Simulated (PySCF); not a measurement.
The dipole of `CO[C@@](C)(C(=O)Cl)C(C)C` from its density and from atomic charges.

Coordinates (GFN2-xTB, Å) and charges (e) from the PBE0/pcSseg-1 density (PySCF):

| atom | x | y | z | Mulliken | IAO | Hirshfeld | ESP-fitted |
| --- | --- | --- | --- | --- | --- | --- | --- |
| C1 | -2.481 | 1.073 | -0.105 | -0.0209 | -0.2078 | -0.0443 | -0.1960 |
| O2 | -1.074 | 1.156 | -0.159 | -0.4881 | -0.3861 | -0.1219 | -0.4816 |
| C3 | -0.372 | -0.073 | -0.166 | -0.1661 | +0.1776 | +0.0809 | +0.7123 |
| C4 | -0.712 | -0.964 | 1.033 | -0.1463 | -0.4351 | -0.1281 | -0.5051 |
| C5 | -0.677 | -0.856 | -1.438 | +0.3011 | +0.3351 | +0.1808 | +0.2523 |
| O6 | -0.887 | -2.019 | -1.542 | -0.2843 | -0.3482 | -0.1873 | -0.3564 |
| Cl7 | -0.678 | 0.172 | -2.870 | -0.0781 | -0.0796 | -0.0359 | -0.1424 |
| C8 | 1.129 | 0.340 | -0.221 | -0.3142 | -0.0946 | -0.0266 | +0.3413 |
| C9 | 1.550 | 1.019 | 1.079 | -0.2004 | -0.4190 | -0.1191 | -0.5690 |
| C10 | 2.059 | -0.824 | -0.548 | -0.1950 | -0.4239 | -0.1214 | -0.5492 |
| H11 | -2.882 | 0.402 | -0.871 | +0.1041 | +0.1244 | +0.0298 | +0.1009 |
| H12 | -2.833 | 0.746 | 0.878 | +0.1021 | +0.1279 | +0.0403 | +0.1017 |
| H13 | -2.838 | 2.084 | -0.294 | +0.1292 | +0.1657 | +0.0544 | +0.1489 |
| H14 | -0.668 | -0.381 | 1.947 | +0.1351 | +0.1518 | +0.0469 | +0.1369 |
| H15 | -0.009 | -1.789 | 1.092 | +0.1299 | +0.1560 | +0.0467 | +0.1064 |
| H16 | -1.709 | -1.384 | 0.923 | +0.1276 | +0.1518 | +0.0408 | +0.1273 |
| H17 | 1.189 | 1.080 | -1.024 | +0.1413 | +0.1481 | +0.0265 | -0.0490 |
| H18 | 0.834 | 1.791 | 1.346 | +0.1298 | +0.1523 | +0.0367 | +0.1343 |
| H19 | 1.624 | 0.300 | 1.891 | +0.1052 | +0.1317 | +0.0377 | +0.1222 |
| H20 | 2.525 | 1.483 | 0.946 | +0.1201 | +0.1446 | +0.0449 | +0.1569 |
| H21 | 3.081 | -0.458 | -0.609 | +0.1236 | +0.1487 | +0.0474 | +0.1513 |
| H22 | 1.805 | -1.284 | -1.500 | +0.1330 | +0.1433 | +0.0314 | +0.1218 |
| H23 | 2.019 | -1.589 | 0.223 | +0.1113 | +0.1352 | +0.0393 | +0.1344 |

Q: Form Σ q r in debye for every column and set it beside the full dipole.

A: The full density gives (0.04, 0.83, 2.29) D, 2.43 D in size; dipole vectors point from the negative to the positive end.

| scheme | μx | μy | μz | size (D) | share of the full size (%) | angle to the full dipole (°) |
| --- | --- | --- | --- | --- | --- | --- |
| Mulliken | 0.52 | -0.79 | 3.47 | 3.59 | 148 | 33 |
| IAO | 0.00 | 0.93 | 1.99 | 2.20 | 90 | 5 |
| Hirshfeld | -0.15 | 0.77 | 0.94 | 1.23 | 51 | 21 |
| ESP-fitted | 0.03 | 0.78 | 2.35 | 2.47 | 102 | 2 |

Q: Which set comes closest?

A: Length of the difference vector: ESP-fitted 0.08 D, IAO 0.32 D, Hirshfeld 1.36 D, Mulliken 2.05 D. Closest: ESP-fitted. ESP charges are fitted to the potential around the molecule, whose slowest-falling term is the dipole's. The schemes that divide the density aren't constrained to reproduce the dipole.

Q: What is left for the Hirshfeld atoms' own dipoles?

A: The Hirshfeld atoms' densities add up to the full density, so μ = Σ q r + Σ (atomic dipoles). The atomic dipoles sum to (0.04, 0.83, 2.29) − (-0.15, 0.77, 0.94) = (0.19, 0.06, 1.35) D, 1.36 D in size.

Q: With the origin at the mean of the coordinates, (0.000, 0.001, 0.000) Å, which are the largest single terms, by size, of the Mulliken dipole along the direction of the full one?

A: O6 +2.94, C5 -2.39, C9 -1.33, H18 +1.18, H22 -1.16 D; all 23 atoms together +3.00 D. The single terms depend on the origin, their sum doesn't.

Q: Give the size of the full dipole in other units.

A: 2.43 D = 0.957 au = 0.507 e·Å = 8.12 × 10⁻³⁰ C·m.

The structure is a single GFN2-xTB conformer in the gas phase; no vibrational or solvent corrections.

These values come from a run that also computed NMR shieldings. Time: 1.9 min wall (with the writing of density and orbital grids); peak memory 1.1 GiB. Hardware: one thread of an Arm Neoverse N1, shared host with 32 logical CPUs at a one-minute load of 25.

Shape of the structure used: `[CH3:1][O:2][C@@:3]([CH3:4])([C:5](=[O:6])[Cl:7])[CH:8]([CH3:9])[CH3:10]`: C1–O2–C3–C4 -56°, O2–C3–C5–O6 -138°, O2–C3–C8–C9 68°.
